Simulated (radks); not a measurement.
Values are calculated unless marked as measured or tabulated.
Coulomb parameter of the 5d shell of neutral rhenium in the model configuration [Xe] 4f14 5d3.5 6s2 6p1.5, as a second difference U = [E(n + 0.5) + E(n - 0.5) - 2 E(n)] / (0.5)^2 with all orbitals relaxed. "Bare": the charge of the atom changes with n. "Screened": the 6p shell takes up the change at fixed total charge, which measures U(5d,5d) + U(6p,6p) - 2 U(5d,6p). Level of theory: scalar-relativistic Kohn-Sham, r2SCAN, spin-unpolarised, spherical densities, finite nucleus; meta-GGA in the generalised Kohn-Sham scheme; Fermi nuclear charge, rms radius 5.3698 fm (a radial shooting solver on a logarithmic mesh with Libxc functionals).

case                       configuration  E - E(n) (eV)
start          [Xe] 4f14 5d3.5 6s2 6p1.5          0.000
bare +0.5        [Xe] 4f14 5d4 6s2 6p1.5         -4.018
bare -0.5        [Xe] 4f14 5d3 6s2 6p1.5          6.240
screened +0.5      [Xe] 4f14 5d4 6s2 6p1         -3.377
screened -0.5      [Xe] 4f14 5d3 6s2 6p2          3.890

U(bare) = 8.885 eV, U(screened by 6p) = 2.053 eV, against the Slater integral F0(5d,5d) = 13.984 eV with frozen orbitals. The step up makes a negative ion, whose loosely bound charge lowers the bare value.
